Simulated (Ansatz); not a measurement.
FGeH2Si+: where a starting geometry ends

The starting geometry of this gas-phase singlet was optimised with GFN2-xTB.

| atom | x (Å) | y (Å) | z (Å) |
| --- | --- | --- | --- |
| F | 0.0045 | 0.2800 | 0.7618 |
| Ge | -0.4105 | -0.5651 | -1.3150 |
| Si | -1.5778 | 0.8705 | 0.8785 |
| H | -1.6639 | -1.2647 | -0.4913 |
| H | -1.5043 | 1.1401 | -0.6904 |

**Question.** Where would you expect an optimisation with PBE-D3(BJ)/def2-SVP to take it?

**Answer.** New bonds form, giving a structure with F1 bridging Ge2 and Si3, H4 bridging Si3 and Ge2, H5 bridging Si3 and Ge2, given below by its coordinates. Contacts that close: Ge2–Si3 (2.87 → 2.57 Å), Ge2–H5 (2.12 → 1.81 Å), Si3–H4 (2.54 → 1.74 Å).

The energy falls by 0.66 eV over 9 steps:

```json
{"step": "1", "E − E(last) (eV)": "0.662"}
{"step": "2", "E − E(last) (eV)": "0.346"}
{"step": "3", "E − E(last) (eV)": "0.156"}
{"step": "4", "E − E(last) (eV)": "0.082"}
{"step": "5", "E − E(last) (eV)": "0.020"}
{"step": "6", "E − E(last) (eV)": "0.011"}
{"step": "7", "E − E(last) (eV)": "0.001"}
{"step": "8", "E − E(last) (eV)": "0.000"}
{"step": "9", "E − E(last) (eV)": "0.000"}
```

Final geometry (Å):

```xyz
5

F     0.0923    0.2232    0.6753
Ge   -0.3678   -0.3861   -1.2398
Si   -1.6827    0.5251    0.7737
H    -1.7426   -0.9190   -0.1898
H    -1.4511    1.0177   -0.8759
```

Frequencies at the end are all real (lowest 244 cm⁻¹). Run with Ansatz 0.2.0, 7.2 s on 1 thread of Intel(R) Xeon(R) 6975P-C (Granite Rapids), on a shared host.
